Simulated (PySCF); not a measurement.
**Pb+: excitation energy**

Pb+ [Xe] 4f14 5d10 6s2 6p1 (2P) → Pb+ [Xe] 4f14 5d10 6s1 6p1 7s1 (4P), as a difference of total energies. All numbers are calculated (PySCF 2.14, the spin-free X2C one-electron Hamiltonian (Gaussian nucleus), in aug-cc-pVTZ-DK3 (9s8p6d3f, 84 functions)). Correlated levels: valence: [Xe] 4f14 5d10 frozen. The calculations carry no spin-orbit coupling.

```json
{"method": "UHF", "excitation energy (cm⁻¹)": "106470"}
{"method": "LDA", "excitation energy (cm⁻¹)": "123860"}
{"method": "PBE", "excitation energy (cm⁻¹)": "120690"}
{"method": "PBE0", "excitation energy (cm⁻¹)": "118810"}
{"method": "r2SCAN", "excitation energy (cm⁻¹)": "120490"}
{"method": "TPSS", "excitation energy (cm⁻¹)": "120160"}
{"method": "BLYP", "excitation energy (cm⁻¹)": "122910"}
{"method": "MP2 (valence)", "excitation energy (cm⁻¹)": "110950"}
{"method": "SCS-MP2 (valence)", "excitation energy (cm⁻¹)": "112740"}
```

A first-order spin-orbit estimate (lowest level to lowest level, LS coupling) adds -0.057 eV.

The promoted electron is Rydberg-like, and one or two diffuse shells describe it only roughly, which tends to raise the upper state.
